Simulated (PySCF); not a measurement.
**Assignment exercise: C7H10**

Atoms are numbered as in `[CH2:1]=[CH:2][C@H:3]([CH3:4])[C:5]#[C:6][CH3:7]`. Hydrogens are named by the atom that carries them. Ha(C1) is cis to C3; Hb(C1) is trans to C3.

[PySCF: structure optimised with GFN2-xTB; PBE0/pcSseg-1 with gauge-including orbitals; isolated molecule; averaged over atoms made equivalent by symmetry, fast rotation or ring inversion; one computed conformer; non-relativistic Hamiltonian]

References, each an isolated molecule treated in the same way: TMS for $^{13}$C (σref 186.93), $^{1}$H (σref 31.72).

Question: Assign these signals to the numbered atoms. $^{13}$C{$^{1}$H} NMR (computed): δ 151.3 (CH), 119.6 (CH2), 88.1 (C), 84.9 (C), 35.6 (CH), 25.2 (CH3), 4.8 (CH3).

Answer: 
| δ (ppm) | atoms | environment | reason |
| --- | --- | --- | --- |
| 151.3 | C2 | alkene CH | an sp2 carbon of a C=C bond |
| 119.6 | C1 | terminal =CH2 carbon | an sp2 carbon of a C=C bond |
| 88.1 | C5 | alkyne carbon | sp carbons lie upfield of alkene carbons because the cylindrical π system leaves one tensor component strongly shielded |
| 84.9 | C6 | alkyne carbon | – |
| 35.6 | C3 | allylic sp3 CH | a saturated carbon with 3 carbon neighbours and no heteroatom attached |
| 25.2 | C4 | methyl carbon | aliphatic region, no heteroatom directly attached |
| 4.8 | C7 | propargylic methyl carbon | a saturated carbon with 1 carbon neighbour and no heteroatom attached |

Question: Assign these signals to the numbered atoms. $^{1}$H NMR (600 MHz, computed): δ 5.99 (m, 1H), 5.29 (m, 1H), 5.17 (m, 1H), 2.93 (m, 1H), 1.97 (s, 3H), 1.24 (d, 3H).

Answer: 
```tsv
δ (ppm)	atoms	environment	reason
5.99	H(C2)	hydrogen on an alkene CH	olefinic region
5.29	Ha(C1)	hydrogen on a terminal =CH2 carbon	olefinic region
5.17	Hb(C1)	hydrogen on a terminal =CH2 carbon	–
2.93	H(C3)	hydrogen on an allylic sp3 CH	allylic position
1.97	H(C7)	hydrogen on a propargylic methyl carbon	–
1.24	H(C4)	hydrogen on a methyl carbon	–
```

Ha(C1) and Hb(C1) lie closer than the usual error of such a calculation, so a measured spectrum could show them in the other order.

Shifts are as computed. Against solution values, carbons near 30 ppm lie about +3 ppm off and those near 130 ppm about +5 ppm. Of 1211 compounds with measured shifts, 218 miss one by over three times the rms of a fit or turn the order of signals round; such compounds aren't used in these exercises. No couplings were computed; multiplicities are counted from neighbouring protons, with m where these are inequivalent, close in shift, in a saturated or five-membered ring or joined by F or P, and br s for small geminal =CH2 splittings.
